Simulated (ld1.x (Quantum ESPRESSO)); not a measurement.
## Varying the TM potential for samarium

Base potential:

| Quantity | Value |
| --- | --- |
| Element | samarium |
| Generator | ld1.x (Quantum ESPRESSO) 7.5 |
| Type | norm-conserving Troullier–Martins (Kleinman–Bylander form) |
| Functional | PBEsol |
| Relativity | scalar-relativistic |
| Frozen core | [Kr] 4d10 4f5 |
| Valence charge | 11 |
| Reference configuration | 5s2 5p6 5d1 6s0 6p0 (charge +2) |
| Partial waves | 5s (bound): rc 1.55 bohr; 5p (bound): rc 1.95 bohr; 5d (bound): rc 3.25 bohr |
| Local potential | all-electron potential smoothed inside 3.05 bohr (lloc = -1) |
| Core correction | none |

All-electron outer shells of the reference configuration (PBEsol, scalar-relativistic, ld1.x):

```json
{"shell": "5s", "level (eV)": "-60.21", "outermost node (bohr)": "0.68", "outermost maximum (bohr)": "1.25"}
{"shell": "5p", "level (eV)": "-39.42", "outermost node (bohr)": "0.73", "outermost maximum (bohr)": "1.42"}
{"shell": "4f", "level (eV)": "-21.46", "outermost node (bohr)": "–", "outermost maximum (bohr)": "0.61"}
{"shell": "5d", "level (eV)": "-15.10", "outermost node (bohr)": "0.83", "outermost maximum (bohr)": "1.94"}
{"shell": "6s", "level (eV)": "-14.47", "outermost node (bohr)": "1.65", "outermost maximum (bohr)": "3.15"}
{"shell": "6p", "level (eV)": "-10.35", "outermost node (bohr)": "1.93", "outermost maximum (bohr)": "3.85"}
```

Cutoffs, loose and tight: the cutoffs (Ry, on a coarse ladder) from which the occupation-weighted sum of valence levels, in a spherical-Bessel basis at the reference potential, stays within 10 and 1 mRy of its value at 400 Ry. They do not see the model core or the augmentation charge, which bear on the density cutoff. Test errors are all-electron minus pseudo excitation energies from the reference, over the configurations 5s2 5p6 5d1 6s2 6p0; 5s2 5p6 5d1 6s1 6p0; 5s2 5p6 5d0 6s0 6p0; 5s2 5p6 5d1 6s1 6p1; 5s1 5p6 5d1 6s2 6p0; 5s2 5p6 5d2 6s0 6p0; 5s2 5p6 5d0 6s2 6p1. A dash means not determined; rows that change the core or the reference have their own tests.

| change | outcome | cutoff, loose | cutoff, tight | bound ghosts | largest test error (meV) |
| --- | --- | --- | --- | --- | --- |
| base | generated | 55 Ry | 100 Ry | none | +2365 |
| wave 5s (bound): rc 1.55 bohr becomes 5s (bound): rc 0.98 bohr | generated | 260 Ry | over 300 Ry | none | +2411 |
| wave 5s (bound): rc 1.55 bohr becomes 5s (bound): rc 1.12 bohr | generated | 110 Ry | 200 Ry | none | +2188 |
| wave 5s (bound): rc 1.55 bohr becomes 5s (bound): rc 1.28 bohr | generated | 60 Ry | 110 Ry | none | +2478 |
| wave 5s (bound): rc 1.55 bohr becomes 5s (bound): rc 1.44 bohr | generated | 60 Ry | 110 Ry | none | +2469 |
| wave 5s (bound): rc 1.55 bohr becomes 5s (bound): rc 1.56 bohr | generated | 55 Ry | 100 Ry | none | +2365 |
| wave 5s (bound): rc 1.55 bohr becomes 5s (bound): rc 1.86 bohr | generated | 45 Ry | 70 Ry | none | +2090 |
| wave 5s (bound): rc 1.55 bohr becomes 5s (bound): rc 2.02 bohr | generated | 40 Ry | 60 Ry | none | +2036 |
| wave 5s (bound): rc 1.55 bohr becomes 5s (bound): rc 2.34 bohr | generated | 30 Ry | 55 Ry | none | +2011 |

Task: What comes out with this change to the base: wave 5s (bound): rc 1.55 bohr becomes 5s (bound): rc 2.14 bohr?

Result: outcome: generated; cutoff, loose: 35 Ry; cutoff, tight: 55 Ry; bound ghosts: none; largest test error (meV): +2013.

Task: What comes out with this change to the base: wave 5s (bound): rc 1.55 bohr becomes 5s (bound): rc 1.72 bohr?

Result: outcome: generated; cutoff, loose: 50 Ry; cutoff, tight: 80 Ry; bound ghosts: none; largest test error (meV): +2188.

Reading the sweep of the s radius (base included, trends over the rows without a ghost): The loose cutoff falls from 260 Ry at 0.98 to 30 Ry at 2.34 bohr. A larger radius leaves more room for a smooth pseudo-wave, so fewer plane waves are needed; a smaller one forces it to follow the all-electron wave where it bends sharply. The median size of the test errors (rows with all tests solved) stays near 627.8 meV.
